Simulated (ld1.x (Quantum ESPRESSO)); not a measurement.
**zirconium TM: all-electron and pseudo phase curves**

Zr (Z = 40), norm-conserving Troullier–Martins (Kleinman–Bylander form), made with ld1.x (Quantum ESPRESSO) 7.5 (LDA (PZ), scalar-relativistic). Core [Ar] 3d10, reference 4s2 4p6 4d2 5s2 5p0. Waves: 4s (bound): rc 1.70 bohr; 4p (bound): rc 2.15 bohr; 4d (bound): rc 2.30 bohr. Local part: all-electron potential smoothed inside 1.30 bohr (lloc = -2). Core correction: none.

Occupied shells without a wave of their own: 5s. They enter only through the test configuration that unscreens the potential.

The phase is arctan(r·u′/u) with u = r·R(r), unwrapped; energies in Ry, scanned from -6 to 5 Ry. A pole is an energy at which the radial function vanishes at the test radius. The pseudo phase is shifted by a multiple of π to meet the all-electron one at the reference energy, and phase errors are pseudo minus all-electron; the curves can meet again beyond the range given. Levels narrower than the energy grid can be missing from the lists of poles.

```tsv
channel	radius (bohr)	reference energy (Ry)	poles, all-electron	poles, pseudo	unbroken range about the reference energy with phases within 0.05 rad	phase error 1 Ry above the reference energy (rad)
s	2.50	-4.01	-3.90, 3.85	-3.90, 2.69	below -0.6	-0.001
p	2.50	-2.39	-2.14	-2.14, 4.53	below 0.6	-0.002
d	2.50	-0.27	0.61	0.61	below 3.5	+0.000
```

The potential misses its own reference levels by up to 0.3 eV.

Phases in the s channel:

```tsv
E (Ry)	all-electron	pseudo
-6.00	1.376	1.376
-5.74	1.368	1.368
-5.48	1.358	1.358
-5.22	1.345	1.345
-4.96	1.327	1.327
-4.70	1.298	1.297
-4.44	1.232	1.231
-4.18	0.811	0.809
-3.92	-1.542	-1.542
-3.66	-1.693	-1.693
-3.40	-1.741	-1.742
-3.14	-1.770	-1.771
-2.88	-1.793	-1.794
-2.62	-1.814	-1.816
-2.36	-1.836	-1.839
-2.10	-1.861	-1.864
-1.84	-1.889	-1.893
-1.58	-1.922	-1.929
-1.32	-1.963	-1.974
-1.06	-2.017	-2.035
-0.80	-2.089	-2.119
-0.54	-2.192	-2.247
-0.28	-2.349	-2.454
-0.02	-2.600	-2.804
0.24	-2.990	-3.320
0.50	-3.472	-3.812
0.76	-3.873	-4.130
1.02	-4.132	-4.319
1.28	-4.295	-4.438
1.54	-4.401	-4.519
1.80	-4.475	-4.579
2.06	-4.530	-4.626
2.32	-4.572	-4.664
2.58	-4.606	-4.699
2.84	-4.634	-4.730
3.10	-4.658	-4.761
3.36	-4.679	-4.794
3.62	-4.697	-4.832
3.88	-4.714	-4.878
4.14	-4.730	-4.943
4.40	-4.745	-5.048
4.66	-4.759	-5.259
4.92	-4.774	-5.833
```
